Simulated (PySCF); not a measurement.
Atoms are numbered as in `[CH3:1]/[N:2]=[CH:3]\[C@H:4]1[CH2:5][CH2:6][SiH2:7]1`. Each H is labelled by its parent atom. Ha(C5), Ha(C6), Ha(Si7) are cis to C3 on the ring; Hb(C5), Hb(C6), Hb(Si7) are trans to C3 on the ring.

- geometry: GFN2-xTB
- shielding tensors at PBE0/pcSseg-1 (GIAO)
- code: PySCF 2.14
- no relativistic terms, one computed conformer, in vacuum, fast rotation and ring inversion assumed for equivalent nuclei

Scale: $^{13}$C against TMS (reference shieldings calculated alike).

Do the $^{13}$C shifts follow the atomic charges (in e)? Tabulate both.

Results:


```json
{"atoms": "C3", "hybridisation": "sp2", "δ (ppm)": "177.9", "σ para (ppm)": "-243", "Hirshfeld": "+0.03", "IAO": "+0.03", "Mulliken": "+0.14", "ESP-fitted": "+0.17"}
{"atoms": "C1", "hybridisation": "sp3", "δ (ppm)": "41.2", "σ para (ppm)": "-105", "Hirshfeld": "-0.08", "IAO": "-0.31", "Mulliken": "-0.13", "ESP-fitted": "+0.22"}
{"atoms": "C4", "hybridisation": "sp3", "δ (ppm)": "31.0", "σ para (ppm)": "-101", "Hirshfeld": "-0.11", "IAO": "-0.41", "Mulliken": "-0.60", "ESP-fitted": "+0.01"}
{"atoms": "C5", "hybridisation": "sp3", "δ (ppm)": "28.1", "σ para (ppm)": "-90", "Hirshfeld": "-0.07", "IAO": "-0.25", "Mulliken": "-0.13", "ESP-fitted": "-0.17"}
{"atoms": "C6", "hybridisation": "sp3", "δ (ppm)": "7.9", "σ para (ppm)": "-76", "Hirshfeld": "-0.16", "IAO": "-0.54", "Mulliken": "-0.51", "ESP-fitted": "-0.26"}
```

Correlation coefficients of δ with charge over these carbons: Hirshfeld +0.91, IAO +0.91, Mulliken +0.76, ESP-fitted +0.60; with the paramagnetic shielding -1.00. Among the 4 sp3 carbons alone: Hirshfeld +0.84, IAO +0.77, Mulliken +0.52, ESP-fitted +0.90. With so few points, grouped by hybridisation, these coefficients are fragile. Charge is one influence among several: hybridisation and low-lying excitations act through the paramagnetic term.

Shifts are as computed. Against solution values, carbons near 30 ppm lie about +3 ppm off and those near 130 ppm about +5 ppm. Of 1211 compounds with measured shifts, 218 miss one by over three times the rms of a fit or turn the order of signals round; such compounds aren't used in these exercises.
